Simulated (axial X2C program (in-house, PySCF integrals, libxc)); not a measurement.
## Ionising LiGa

Computed with an axial X2C code built on PySCF integrals, spin-free (one-electron X2C) or two-component (2c: spin–orbit coupling with atomic mean-field Coulomb and Gaunt terms, which also bring small scalar terms), in Dyall basis sets with cores contracted in-house; open shells are unrestricted.

Basis sets: Ga dyall-cv3z, Li dyall-cv3z. Frozen shells (counts by l): LiGa Ga 3s2p, Li 1s, 14 electrons correlated; LiGa⁺ Ga 3s2p, Li 1s, 13 electrons correlated. Where the outer core of a metal is frozen, bonds come out longer and ionisation energies lower.

```tsv
Hamiltonian	level	LiGa state	Re (Å)	ωe (cm⁻¹)	De (eV)
spin-free	HF	M_S = 0, Λ = 0	2.907	285.7	0.05
spin-free	PBE0	M_S = 0, Λ = 0	2.865	280.9	0.85
spin-free	MP2	M_S = 0, Λ = 0	2.843	289.8	0.72
2c	HF	Ω = 0	2.904	284.7	n/a
2c	PBE0	Ω = 0	2.864	280.4	n/a
2c	MP2	Ω = 0	2.841	289.1	0.68
```

Adiabatic ionisation energy (minimum to minimum, no zero-point term) and constants of LiGa⁺:

| Hamiltonian | level | LiGa⁺ state | IE (eV) | Re (Å) | ωe (cm⁻¹) | De (eV) | fragments |
| --- | --- | --- | --- | --- | --- | --- | --- |
| spin-free | HF | M_S = 1/2, Λ = 0 | 4.19 | 3.085 | 203.2 | 1.21 | Ga + Li+ |
| spin-free | PBE0 | M_S = 1/2, Λ = 0 | 5.14 | 3.058 | 198.7 | 1.28 | Ga + Li+ |
| spin-free | MP2 | M_S = 1/2, Λ = 0 | 4.94 | 3.058 | 203.4 | 1.12 | Ga + Li+ |
| 2c | HF | Ω = 1/2 | 4.19 | 3.084 | 203.1 | n/a | Ga + Li+ |
| 2c | PBE0 | Ω = 1/2 | 5.14 | 3.058 | 198.6 | n/a | Ga + Li+ |
| 2c | MP2 | Ω = 1/2 | 4.94 | 3.058 | 203.2 | 1.08 | Ga + Li+ |

Question: Add the zero-point terms to the ionisation energy at MP2, 2c, and say whether the electron removed was bonding.

Answer: IE0 = IE + (ωe⁺ − ωe)/2 = 4.94 + (-0.005) = 4.93 eV. Re changes by 0.217 Å, so the bond lengthens, as on loss of a bonding electron.

Question: Close the cycle De(LiGa⁺) + IE(LiGa) = De(LiGa) + IE(Li) to find the atomic ionisation energy at MP2, 2c.

Answer: IE(Li) = 1.08 + 4.94 − 0.68 = 5.34 eV, for the determinants used.

Each entry is the lowest single determinant of a limited PBE0 search at one distance. De goes to single-determinant-based atoms at the same level (for ions the charge split of lowest energy) and is withheld (n/a) where an atom does not fit its ground term or J level. Main or longest-lived isotopes. One determinant is a doubtful description, or other states lie close, for LiGa; these need not be ground states, and all values refer to the states named. The functionals have no current term, which raises determinants with orbital currents.
